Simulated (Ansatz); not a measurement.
## Redistribution: C4H10O + SiH(CH3)F2 → C3H8O + C2H6F2Si

Gas-phase species: C4H10O (1-methoxypropane) `CCCOC`, singlet; SiH(CH3)F2, singlet; C3H8O (methoxyethane) `CCOC`, singlet; C2H6F2Si `CC[SiH](F)F`, singlet. The partners trade CH3 for H; both sit on C, so the bond types are kept.

Shapes, held fixed at every level: PBE0-D4/def2-TZVP. Flexible molecules stand in one conformer, not always the lowest. Programs: Ansatz 0.2.0. Electronic energies: no zero-point or thermal term.

```json
{"level": "HF/def2-TZVPP", "kind": "Hartree–Fock", "ΔE (kJ/mol)": "+11.7", "less CCSD(T)/CBS estimate": "-1.0"}
{"level": "PBE-D4/def2-TZVPP", "kind": "GGA", "ΔE (kJ/mol)": "+10.6", "less CCSD(T)/CBS estimate": "-2.1"}
{"level": "B3LYP-D4/def2-TZVPP", "kind": "global hybrid", "ΔE (kJ/mol)": "+10.7", "less CCSD(T)/CBS estimate": "-2.0"}
{"level": "wB97M-V/def2-TZVPP", "kind": "range-separated hybrid", "ΔE (kJ/mol)": "+12.5", "less CCSD(T)/CBS estimate": "-0.2"}
{"level": "wB97X-V/def2-TZVPP", "kind": "range-separated hybrid", "ΔE (kJ/mol)": "+12.0", "less CCSD(T)/CBS estimate": "-0.7"}
{"level": "MP2/def2-TZVPP", "kind": "perturbation theory", "ΔE (kJ/mol)": "+13.7", "less CCSD(T)/CBS estimate": "+1.0"}
{"level": "CCSD(T)/CBS estimate", "kind": "coupled cluster or CI", "ΔE (kJ/mol)": "+12.7", "less CCSD(T)/CBS estimate": "0.0"}
```

The highest level, CCSD(T)/CBS estimate, gives ΔE = +12.7 kJ/mol; the levels span +10.6 to +13.7. The column of differences is taken from that level and isn't an error. No measured value is set beside it here. The CBS estimate extrapolates MP2 from def2-TZVPP and def2-QZVPP and adds CCSD(T) − MP2 in the triple-zeta set, cores frozen.
